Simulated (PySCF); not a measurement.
Calculated properties of `C=C/C(F)=C(\F)C=C`

C₆H₆F₂.
Numbering: `[CH2:1]=[CH:2]/[C:3]([F:4])=[C:5](\[F:6])[CH:7]=[CH2:8]` (hydrogens: H9, H10 on C1; H11 on C2; H12 on C7; H13, H14 on C8)

Structural features include: C=C double bond and C–F bond.

PBE0-D3(BJ)/def2-SVP geometry optimisation, gas phase (PySCF):

```
Point group                  : C2h
Rotational constants A, B, C : 4.624, 1.262, 0.991 GHz
```

CAM-B3LYP/def2-SVPD ground state, ΔSCF and vertical TDDFT (core frozen in the response) (PySCF):

```
Dipole moment                                                     : 0.00 D
HOMO energy                                                       : -7.61 eV
LUMO energy                                                       : -0.83 eV
HOMO–LUMO gap                                                     : 6.78 eV
Lowest singlet excitation                                         : 4.68 eV (265 nm, f = 1.008)
Strongest line among the 10 lowest singlet transitions            : S1 at 4.68 eV (265 nm, f = 1.008)
Lowest triplet excitation (Tamm–Dancoff)                          : 2.36 eV
Static isotropic polarisability                                   : 92.9 au
Vertical ionisation energy                                        : 8.30 eV
Vertical electron affinity                                        : 0.19 eV
Electronic spatial extent ⟨r²⟩ about the centre of nuclear charge : 1117 bohr²
```

From B3LYP/pcSseg-1 ground state and GIAO shieldings, non-relativistic (PySCF):

```
13C chemical shifts (computed TMS as zero) by class         : 156.7 (C3/C5), 130.5 (C2/C7), 121.7 (C1/C8) ppm
1H chemical shifts (computed TMS as zero) by class          : 6.64 (H11/H12), 5.74 (H9/H14), 5.45 (H10/H13) ppm
Isotropic shieldings of nuclei other than C and H, by class : 344 (F4/F6) ppm
```

From B3LYP/pcJ-1 indirect spin-spin coupling, non-relativistic, gas phase; spin–dipole term left out for some pairs (PySCF):

```
Largest of the computed one-bond spin–spin couplings (means over like bonds) : 19F–13C -316.1 (F4–C3 and 1 like it), 13C–1H +174.0 (C1–H10 and 1 like it), 13C–1H +171.0 (C1–H9 and 1 like it), 13C–1H +169.4 (C2–H11 and 1 like it), 13C–13C +115.6 (C3–C5), 13C–13C +77.6 (C1–C2 and 1 like it), 13C–13C +73.5 (C2–C3 and 1 like it) Hz
```

Monoisotopic mass (most abundant isotopes): 116.0438 u.

S1 lies 2.10 eV below the HOMO–LUMO gap; its leading configuration is HOMO→LUMO, weight 0.98. The largest Löwdin shares of the LUMO are 0.18 on C8, 0.18 on C1, 0.13 on C5 and 0.13 on C3. The rotational constants make it an asymmetric top with κ = (2B − A − C)/(A − C) = -0.85, nearer the prolate limit (−1). From the two ΔSCF values, the fundamental gap I − A is 8.11 eV and the Mulliken electronegativity (I + A)/2 is 4.25 eV. The largest Löwdin shares of the HOMO are 0.18 on C5, 0.18 on C3, 0.15 on C1 and 0.15 on C8. Point group C2h forbids a permanent dipole, so the rigid molecule has no electric-dipole pure rotational spectrum.

For the NMR shielding job (B3LYP/pcSseg-1), the run took 17 s wall on one thread of an Arm Neoverse V1 (shared host), and the process peaked at 0.75 GiB of memory.

The values belong to the conformer `[CH2:1]=[CH:2]/[C:3]([F:4])=[C:5](\[F:6])[CH:7]=[CH2:8]`: C1–C2–C3–F4 0°, C3–C5–C7–C8 180°.
